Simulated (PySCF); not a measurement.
Simulation results for BGeH₄, ClGeH₂

Computed with PySCF 2.14.0. Calculation on a computer-drawn molecule: vertical ionisation energy to the stated ion spin, frozen-core CCSD(T) at the basis limit and cheaper methods, single-reference cases, UHF for radicals, no spin-orbit; all values are single points at the evaluated structure, the first of each entry, which is the reference or a displaced copy of it and isn't optimised; the reference structure only sets the zero of the energies above reference; triples share is (T) over the correlation energy; on germanium a core potential holds 10 electrons, which the energies leave out, and 3d is frozen in MP2 and coupled-cluster steps.

Common to all runs: charge 1; multiplicity 1; ion multiplicity 2; diffuse functions no; basis and core potential on germanium cc-pVnZ-PP ECP10MDF; reference is the Hartree-Fock double-zeta minimum; best is HF at quadruple zeta + MP2 correlation extrapolated from triple and quadruple zeta + CCSD(T) minus MP2 at triple zeta; basis step is the size of the change from the same recipe one zeta lower.

(1) 
```xyz
6
formula=BGeH4 basis=cc-pVnZ ionisation_energy_best=17.88 ionisation_energy_basis_step=0.02706 energy_above_reference_best=1.143 energy_above_reference_basis_step=0.0655 ionisation_energy_Koopmans_at_triple_zeta=18.02 ionisation_energy_EOM_CCSD_at_triple_zeta=17.84 total_energy_HF_triple_zeta=-320.0888 total_energy_CCSD(T)_triple_zeta=-320.3199 total_energy_best=-320.3451 T1_diagnostic_at_triple_zeta=0.01197 D1_diagnostic_at_triple_zeta=0.02158 ion_T1_diagnostic_at_triple_zeta=0.01834 ion_D1_diagnostic_at_triple_zeta=0.04152 ion_spin_squared_at_triple_zeta=0.776 triples_share_at_triple_zeta=0.02592 basis_functions_triple_zeta=125
B      1.5665     1.0844    -0.1595
Ge     1.7043     0.9343    -2.1766
H      1.6931     0.0589     0.4813
H      1.4160     2.1316     0.3280
H      2.9834     1.0707    -2.9979
H      0.4811     0.6513    -3.1358
```

Units: ionisation_energy_best, ionisation_energy_basis_step, ionisation_energy_Koopmans_at_triple_zeta, ionisation_energy_EOM_CCSD_at_triple_zeta in eV; energy_above_reference_best, energy_above_reference_basis_step in kcal/mol; total_energy_HF_triple_zeta, total_energy_CCSD(T)_triple_zeta, total_energy_best in hartree.

Reference structure:
```xyz
6
BGeH4
B      1.5879     1.0631    -0.1240
Ge     1.6869     0.9339    -2.2042
H      1.7307     0.0561     0.4899
H      1.3937     2.1374     0.3447
H      2.9794     1.0887    -2.9845
H      0.4731     0.6763    -3.0781
```

Drawn bonds:
```tsv
atom	other atom	order
1	2	1
1	3	1
1	4	1
2	5	1
2	6	1
```

Triple zeta:
```tsv
method	ionisation energy (eV)	energy above reference (kcal/mol)
HF	17.03	2.021
PBE	17.47	0.375
r2SCAN	17.59	0.7032
B3LYP	17.67	0.8996
wB97X	17.73	1.146
MP2	17.8	1.436
CCSD	17.78	1.278
CCSD(T)	17.79	1.196
```

(2) 
```xyz
6
formula=BGeH4 basis=cc-pVnZ ionisation_energy_best=17.24 ionisation_energy_basis_step=0.02796 energy_above_reference_best=13.29 energy_above_reference_basis_step=0.131 ionisation_energy_Koopmans_at_triple_zeta=17.31 ionisation_energy_EOM_CCSD_at_triple_zeta=17.2 total_energy_HF_triple_zeta=-320.0691 total_energy_CCSD(T)_triple_zeta=-320.3009 total_energy_best=-320.3257 T1_diagnostic_at_triple_zeta=0.01183 D1_diagnostic_at_triple_zeta=0.02383 ion_T1_diagnostic_at_triple_zeta=0.03424 ion_D1_diagnostic_at_triple_zeta=0.1243 ion_spin_squared_at_triple_zeta=0.792 triples_share_at_triple_zeta=0.02673 basis_functions_triple_zeta=125
B      1.6407     1.0801    -0.1194
Ge     1.6639     0.9515    -2.2365
H      1.7471     0.0456     0.5122
H      1.3680     2.3639     0.4240
H      2.9893     1.0995    -2.9566
H      0.4850     0.6507    -3.0432
```

Units: ionisation_energy_best, ionisation_energy_basis_step, ionisation_energy_Koopmans_at_triple_zeta, ionisation_energy_EOM_CCSD_at_triple_zeta in eV; energy_above_reference_best, energy_above_reference_basis_step in kcal/mol; total_energy_HF_triple_zeta, total_energy_CCSD(T)_triple_zeta, total_energy_best in hartree.

Reference structure:
```xyz
6
BGeH4
B      1.5879     1.0631    -0.1240
Ge     1.6869     0.9339    -2.2042
H      1.7307     0.0561     0.4899
H      1.3937     2.1374     0.3447
H      2.9794     1.0887    -2.9845
H      0.4731     0.6763    -3.0781
```

Drawn bonds:
```tsv
atom	other atom	order
1	2	1
1	3	1
1	4	1
2	5	1
2	6	1
```

Triple zeta:
```tsv
method	ionisation energy (eV)	energy above reference (kcal/mol)
HF	16.29	14.39
PBE	16.88	11.96
r2SCAN	16.96	12.94
B3LYP	17.05	13.43
wB97X	17.09	13.32
MP2	17.15	13.86
CCSD	17.13	13.33
CCSD(T)	17.15	13.12
```

(3) 
```xyz
4
formula=ClGeH2 basis=cc-pV(n+d)Z ionisation_energy_best=17.76 ionisation_energy_basis_step=0.0504 energy_above_reference_best=24.53 energy_above_reference_basis_step=0.1748 ionisation_energy_Koopmans_at_triple_zeta=18.02 ionisation_energy_EOM_CCSD_at_triple_zeta=17.6 total_energy_HF_triple_zeta=-753.7605 total_energy_CCSD(T)_triple_zeta=-754.0953 total_energy_best=-754.1447 T1_diagnostic_at_triple_zeta=0.0164 D1_diagnostic_at_triple_zeta=0.04513 ion_T1_diagnostic_at_triple_zeta=0.04338 ion_D1_diagnostic_at_triple_zeta=0.1861 ion_spin_squared_at_triple_zeta=0.8087 triples_share_at_triple_zeta=0.04132 basis_functions_triple_zeta=106
Cl    -0.5543     3.0686    -2.9490
Ge     0.1344     2.1014    -1.1746
H      1.9866     1.4467    -1.2772
H     -0.8635     2.0477    -0.0409
```

Units: ionisation_energy_best, ionisation_energy_basis_step, ionisation_energy_Koopmans_at_triple_zeta, ionisation_energy_EOM_CCSD_at_triple_zeta in eV; energy_above_reference_best, energy_above_reference_basis_step in kcal/mol; total_energy_HF_triple_zeta, total_energy_CCSD(T)_triple_zeta, total_energy_best in hartree.

Reference structure:
```xyz
4
ClGeH2
Cl    -0.5377     3.0401    -2.9161
Ge     0.1282     2.1249    -1.2034
H      1.5297     1.5735    -1.2280
H     -0.8322     2.0701    -0.0443
```

Drawn bonds:
```tsv
atom	other atom	order
1	2	1
2	3	1
2	4	1
```

Triple zeta:
```tsv
method	ionisation energy (eV)	energy above reference (kcal/mol)
HF	16.5	30.25
PBE	17.26	20.89
r2SCAN	17.38	24.9
B3LYP	17.45	23.41
wB97X	17.6	27.4
MP2	17.78	27.23
CCSD	17.53	25.27
CCSD(T)	17.58	24.4
```

(4) 
```xyz
6
formula=BGeH4 basis=cc-pVnZ ionisation_energy_best=17.49 ionisation_energy_basis_step=0.0282 energy_above_reference_best=2.276 energy_above_reference_basis_step=0.02604 ionisation_energy_Koopmans_at_triple_zeta=17.54 ionisation_energy_EOM_CCSD_at_triple_zeta=17.44 total_energy_HF_triple_zeta=-320.0890 total_energy_CCSD(T)_triple_zeta=-320.3182 total_energy_best=-320.3433 T1_diagnostic_at_triple_zeta=0.01086 D1_diagnostic_at_triple_zeta=0.01989 ion_T1_diagnostic_at_triple_zeta=0.01603 ion_D1_diagnostic_at_triple_zeta=0.04245 ion_spin_squared_at_triple_zeta=0.7674 triples_share_at_triple_zeta=0.02528 basis_functions_triple_zeta=125
B      1.6407     1.0801    -0.1194
Ge     1.6639     0.9515    -2.2365
H      1.7471     0.0456     0.5122
H      1.4175     2.1307     0.3253
H      2.9893     1.0995    -2.9566
H      0.4850     0.6507    -3.0432
```

Units: ionisation_energy_best, ionisation_energy_basis_step, ionisation_energy_Koopmans_at_triple_zeta, ionisation_energy_EOM_CCSD_at_triple_zeta in eV; energy_above_reference_best, energy_above_reference_basis_step in kcal/mol; total_energy_HF_triple_zeta, total_energy_CCSD(T)_triple_zeta, total_energy_best in hartree.

Reference structure:
```xyz
6
BGeH4
B      1.5879     1.0631    -0.1240
Ge     1.6869     0.9339    -2.2042
H      1.7307     0.0561     0.4899
H      1.3937     2.1374     0.3447
H      2.9794     1.0887    -2.9845
H      0.4731     0.6763    -3.0781
```

Drawn bonds:
```tsv
atom	other atom	order
1	2	1
1	3	1
1	4	1
2	5	1
2	6	1
```

Triple zeta:
```tsv
method	ionisation energy (eV)	energy above reference (kcal/mol)
HF	16.57	1.874
PBE	17.13	2.64
r2SCAN	17.23	2.37
B3LYP	17.31	2.36
wB97X	17.33	2.212
MP2	17.37	2.133
CCSD	17.37	2.233
CCSD(T)	17.4	2.274
```
